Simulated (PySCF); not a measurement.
isobutane (C4H10), singlet, geometry from GFN2-xTB; CAMB3LYP/def2-SV(P) in PySCF.

Input for PySCF:
```python
from pyscf import gto, scf, dft

mol = gto.Mole()
mol.atom = '''
    C    -0.00195152   -0.00061004    0.38481069
    H    -0.00751045   -0.00234774    1.48094753
    C    -0.00123091    1.44790471   -0.09715431
    H     0.00424357    1.48409224   -1.18472901
    H    -0.88573890    1.97154531    0.25886234
    H     0.87836999    1.97364557    0.26781215
    C     1.25514309   -0.72222321   -0.09422305
    H     1.29052529   -0.73769513   -1.18172798
    H     2.14862954   -0.22046678    0.27077580
    H     1.26840623   -1.74929777    0.26388821
    C    -1.25239927   -0.72520857   -0.10694449
    H    -1.27670860   -0.74075155   -1.19475225
    H    -1.26684969   -1.75231611    0.25102616
    H    -2.15073527   -0.22558539    0.24896396
'''
mol.basis = 'def2-sv(p)'
mol.verbose = 4
mol.build()

mf = dft.RKS(mol)
mf.xc = 'camb3lyp'
mf.grids.atom_grid = (50, 194)
mf.kernel()
```

It wrote (shortened):

```
PySCF version 2.14.0

[INPUT] verbose = 4
[INPUT] num. atoms = 14
[INPUT] num. electrons = 34
[INPUT] charge = 0
[INPUT] spin (= nelec alpha-beta = 2S) = 0
[INPUT] symmetry False subgroup None
[INPUT] Mole.unit = angstrom
[INPUT] Symbol           X                Y                Z      unit          X                Y                Z       unit  Magmom
[INPUT]  1 C     -0.001951520000  -0.000610040000   0.384810690000 AA   -0.003687838327  -0.001152808525   0.727186813905 Bohr   0.0
[INPUT]  2 H     -0.007510450000  -0.002347740000   1.480947530000 AA   -0.014192693572  -0.004436585612   2.798585236551 Bohr   0.0
[INPUT]  3 C     -0.001230910000   1.447904710000  -0.097154310000 AA   -0.002326082784   2.736143356368  -0.183595037721 Bohr   0.0
[INPUT]  4 H      0.004243570000   1.484092240000  -1.184729010000 AA    0.008019185090   2.804527877192  -2.238813360727 Bohr   0.0
[INPUT]  5 H     -0.885738900000   1.971545310000   0.258862340000 AA   -1.673803938874   3.725680678071   0.489178926564 Bohr   0.0
[INPUT]  6 H      0.878369990000   1.973645570000   0.267812150000 AA    1.659878717137   3.729649594261   0.506091616331 Bohr   0.0
[INPUT]  7 C      1.255143090000  -0.722223210000  -0.094223050000 AA    2.371876687240  -1.364804067704  -0.178055759121 Bohr   0.0
[INPUT]  8 H      1.290525290000  -0.737695130000  -1.181727980000 AA    2.438739354925  -1.394041759125  -2.233142235935 Bohr   0.0
[INPUT]  9 H      2.148629540000  -0.220466780000   0.270775800000 AA    4.060321373750  -0.416621833765   0.511692103160 Bohr   0.0
[INPUT] 10 H      1.268406230000  -1.749297770000   0.263888210000 AA    2.396940389392  -3.305693695612   0.498676444402 Bohr   0.0
[INPUT] 11 C     -1.252399270000  -0.725208570000  -0.106944490000 AA   -2.366691618905  -1.370445580487  -0.202095796631 Bohr   0.0
[INPUT] 12 H     -1.276708600000  -0.740751550000  -1.194752250000 AA   -2.412629594877  -1.399817555847  -2.257754539208 Bohr   0.0
[INPUT] 13 H     -1.266849690000  -1.752316110000   0.251026160000 AA   -2.393998955090  -3.311397531563   0.474370692501 Bohr   0.0
[INPUT] 14 H     -2.150735270000  -0.225585390000   0.248963960000 AA   -4.064300626742  -0.426294604803   0.470473699287 Bohr   0.0

nuclear repulsion = 135.217549493312
number of shells = 44
number of NR pGTOs = 136
number of NR cGTOs = 76
basis = def2-sv(p)
ecp = {}

******** <class 'pyscf.dft.rks.RKS'> ********
method = RKS
initial guess = minao
damping factor = 0
level_shift factor = 0
DIIS = <class 'pyscf.scf.diis.CDIIS'>
diis_start_cycle = 1
diis_space = 8
diis_damp = 0
SCF conv_tol = 1e-09
SCF conv_tol_grad = None
SCF max_cycles = 50
direct_scf = True
direct_scf_tol = 1e-13
XC library pyscf.dft.libxc version 7.1.2
    S. Lehtola, C. Steigemann, M. J. T. Oliveira, and M. A. L. Marques,  SoftwareX 7, 1–5 (2018)
XC functionals = camb3lyp
    T. Yanai, D. P. Tew, and N. C. Handy,  Chem. Phys. Lett. 393, 51 (2004)
radial grids:
    Treutler-Ahlrichs [JCP 102, 346 (1995); DOI:10.1063/1.469408] (M4) radial grids

becke partition: Becke, JCP 88, 2547 (1988); DOI:10.1063/1.454033
pruning grids: <function nwchem_prune>
grids dens level: 3
symmetrized grids: False
atomic radii adjust function: <function treutler_atomic_radii_adjust>
User specified grid scheme (50, 194)
small_rho_cutoff = 0
Set gradient conv threshold to 3.16228e-05
Initial guess from minao.
tot grids = 92792
init E= -158.44393018152
  HOMO = -0.373787793410355  LUMO = 0.0409047937484148  gap/eV = 11.28436
cycle= 1 E= -158.185848314656  delta_E= 0.258  |g|= 0.29  |ddm|= 3.26
  HOMO = -0.342414712133744  LUMO = 0.108152632321883  gap/eV = 12.26056
cycle= 2 E= -158.195258888152  delta_E= -0.00941  |g|= 0.238  |ddm|= 0.549
  HOMO = -0.388158717488715  LUMO = 0.0950122626854153  gap/eV = 13.14775
cycle= 3 E= -158.210054859907  delta_E= -0.0148  |g|= 0.0164  |ddm|= 0.248
  HOMO = -0.385574728690223  LUMO = 0.0959118683476277  gap/eV = 13.10192
cycle= 4 E= -158.21012211991  delta_E= -6.73e-05  |g|= 0.00818  |ddm|= 0.0267
  HOMO = -0.386340564766911  LUMO = 0.0958547049698781  gap/eV = 13.12120
cycle= 5 E= -158.210137827429  delta_E= -1.57e-05  |g|= 0.00103  |ddm|= 0.00808
  HOMO = -0.386218210946343  LUMO = 0.0958661290190337  gap/eV = 13.11818
cycle= 6 E= -158.210138089379  delta_E= -2.62e-07  |g|= 0.000164  |ddm|= 0.00162
  HOMO = -0.386230465857141  LUMO = 0.0958637195953753  gap/eV = 13.11845
cycle= 7 E= -158.210138097988  delta_E= -8.61e-09  |g|= 1.39e-05  |ddm|= 0.000435
  HOMO = -0.386229838173607  LUMO = 0.095864462457051  gap/eV = 13.11845
cycle= 8 E= -158.210138098066  delta_E= -7.84e-11  |g|= 1.82e-06  |ddm|= 6.63e-05
  HOMO = -0.386229326635172  LUMO = 0.0958646616267753  gap/eV = 13.11845
Extra cycle  E= -158.210138098069  delta_E= -2.56e-12  |g|= 5.67e-07  |ddm|= 9.91e-06
converged SCF energy = -158.210138098069
```
